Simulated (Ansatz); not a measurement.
One change: `C=C(F)Br` becomes `C=C(F)C[SiH3]`.

Ansatz, PBE0-D4/def2-TZVP geometries, multiplicity 1. Each molecule was computed in one conformer, which needn't be the lowest.

Scalar relativity is left out up to krypton. Spin–orbit coupling is left out; it splits and shifts lone-pair levels of the heavy atoms by tenths of an eV.

```csv
property,`C=C(F)Br`
size of the dipole moment (ωB97M-V/def2-TZVPP) / D,1.25
LUMO energy (ωB97M-V/def2-TZVPP) / eV,2.00
HOMO energy (ωB97M-V/def2-TZVPP) / eV,-9.78
HOMO–LUMO gap (PBE/def2-TZVPP) / eV,5.22
HOMO energy (B3LYP/def2-TZVPP) / eV,-7.36
size of the dipole moment (PBE/def2-TZVPP) / D,1.10
```

**Question.** Give the same properties after the change, and the shifts. (Best estimate.)

**Answer.** The calculation gave: 
```csv
property,`C=C(F)C[SiH3]`,shift
size of the dipole moment (ωB97M-V/def2-TZVPP) / D,1.52,0.27
LUMO energy (ωB97M-V/def2-TZVPP) / eV,2.03,0.03
HOMO energy (ωB97M-V/def2-TZVPP) / eV,-9.44,0.34
HOMO–LUMO gap (PBE/def2-TZVPP) / eV,5.29,0.07
HOMO energy (B3LYP/def2-TZVPP) / eV,-7.01,0.35
size of the dipole moment (PBE/def2-TZVPP) / D,1.42,0.32
```

Dipoles are sizes alone; their direction can turn.

B3LYP here is the variant with VWN-RPA as its local correlation; programs differ in this.
